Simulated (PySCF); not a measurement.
Match the calculated data to a structure.

All candidates are C8H16N (charge +1).

* 13C NMR: chemical shifts (computed TMS as zero) by class: 139.4 (1 C), 136.4 (1 C), 83.2 (1 C), 71.0 (1 C), 56.5 (1 C), 51.0 (1 C), 37.1 (1 C), 28.0 (1 C) ppm [GIAO PBE0/pcSseg-1]
* NMR, other nuclei: isotropic shieldings of nuclei other than C and H, by class: 178 (1 N) ppm [GIAO PBE0/pcSseg-1]
* 1H NMR: chemical shifts (computed TMS as zero) by class: 6.40 (1 H), 6.15 (1 H), 5.98 (1 H), 3.92 (1 H), 3.56 (1 H), 3.32 (1 H), 3.13 (3 H), 2.97 (3 H), 2.80 (1 H), 2.49 (1 H), 2.41 (1 H), 2.31 (1 H) ppm [GIAO PBE0/pcSseg-1]
* Rotational structure: rotational constants A, B, C: 2.147, 1.519, 1.166 GHz [GFN2-xTB]

Electronic properties: PySCF, gas phase, density fitting. Levels stand in brackets. Isolated species at its GFN2-xTB geometry (one conformer only). GFN2-xTB frequencies show an imaginary mode (25i cm⁻¹), so this geometry is no minimum at that level. Each NMR value is the plain mean over a class of atoms that symmetry, rotation or inversion makes alike.

**Question.** Which candidate is it?
A. `C=C[C@@H]1CCC[N+]1(C)C`
B. `C=CCC[N+]1(C)CCC1`
C. `C1CC[N+]2(C1)CCCC2`

**Answer.** A. It is `C=C[C@@H]1CCC[N+]1(C)C`. Numbering: `[CH2:1]=[CH:2][C@@H:3]1[CH2:4][CH2:5][CH2:6][N+:7]1([CH3:8])[CH3:9]`. 8 carbons fall into 8 classes; from least to most shielded: terminal =CH2 carbon [C1] (139.4 ppm), alkene CH carbon [C2] (136.4 ppm), ring sp3 carbon bound to nitrogen [C3] (83.2 ppm), ring sp3 carbon bound to nitrogen [C6] (71.0 ppm), N-methyl carbon [C8] (56.5 ppm), N-methyl carbon [C9] (51.0 ppm), ring CH2 carbon [C4] (37.1 ppm), ring CH2 carbon [C5] (28.0 ppm). Hydrogen classes from least to most shielded: 1 H on a terminal =CH2 carbon, C1 (6.40 ppm), 1 H on a terminal =CH2 carbon, C1 (6.15 ppm), 1 H on an alkene CH carbon, C2 (5.98 ppm), 1 H on an sp3 carbon bound to nitrogen, C3 (3.92 ppm), 1 H on an sp3 carbon bound to nitrogen, C6 (3.56 ppm), 1 H on an sp3 carbon bound to nitrogen, C6 (3.32 ppm), 3 H on an N-methyl carbon, C8 (3.13 ppm), 3 H on an N-methyl carbon, C9 (2.97 ppm), 1 H on a ring CH2 carbon, C4 (2.80 ppm), 1 H on a ring CH2 carbon, C5 (2.49 ppm), 1 H on a ring CH2 carbon, C5 (2.41 ppm), 1 H on a ring CH2 carbon, C4 (2.31 ppm). The other shieldings belong to: 178 ppm, ammonium nitrogen [N7]. The optimised geometry has point group C1 and is an asymmetric top.

The others, at the same levels:
- `C1CC[N+]2(C1)CCCC2` fails: it has 2 carbon classes against 8; its computed 13C shifts are 67.3 (4 C), 26.9 (4 C) ppm, 1H shifts are 3.43 (8 H), 2.49 (8 H) ppm and rotational constant A is 3.334 GHz (against 2.147 GHz).
- `C=CCC[N+]1(C)CCC1` fails: it has 7 carbon classes against 8; its computed 13C shifts are 139.2 (1 C), 133.3 (1 C), 67.3 (1 C), 66.8 (2 C), 48.5 (1 C), 35.6 (1 C), 14.8 (1 C) ppm, 1H shifts are 6.07 (1 H), 6.01 (1 H), 5.99 (1 H), 4.33 (2 H), 3.96 (2 H), 3.29 (2 H), 3.13 (3 H), 2.91 (1 H), 2.82 (2 H), 2.65 (1 H) ppm and rotational constant A is 2.771 GHz (against 2.147 GHz).

Each candidate is one conformer, not necessarily the lowest. The conformers computed, where there is a choice (atom-mapped SMILES and torsion angles):
- `[CH2:1]=[CH:2][CH2:3][CH2:4][N+:5]1([CH3:6])[CH2:7][CH2:8][CH2:9]1`: C1–C2–C3–C4 123°, C2–C3–C4–N5 -61°, C3–C4–N5–C6 -56°

The conformers of `C=C[C@@H]1CCC[N+]1(C)C` and `C1CC[N+]2(C1)CCCC2` aren't listed.
